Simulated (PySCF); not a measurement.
ReO3Br, SMILES [O]=[Re](=[O])(=[O])[Br], multiplicity 1. Heavy atoms are numbered as in [Re:1](=[O:2])(=[O:3])(=[O:4])[Br:5].

Coordinates come from a B3LYP-D3(BJ)/def2-SVP optimisation. The spin state was assumed, not searched. The def2 effective core potentials stand for the cores of Re; spin–orbit coupling is left out.

Level of theory: r2SCAN/def2-TZVP (PySCF).

ESP charges are fitted to the potential on shells at 1.4 to 2.0 van der Waals radii. Atomic charges (e), one atom of each kind:

```csv
atom,ESP fit,Löwdin
Re1,[?],0.63
O2,[?],-0.26
Br5,[?],0.14
```

Question: Complete the blanks. (An estimate is asked for; the answer gives what the named calculation found.)

Answer: 
- Re1, ESP fit: 0.81
- O2, ESP fit: -0.26
- Br5, ESP fit: -0.02
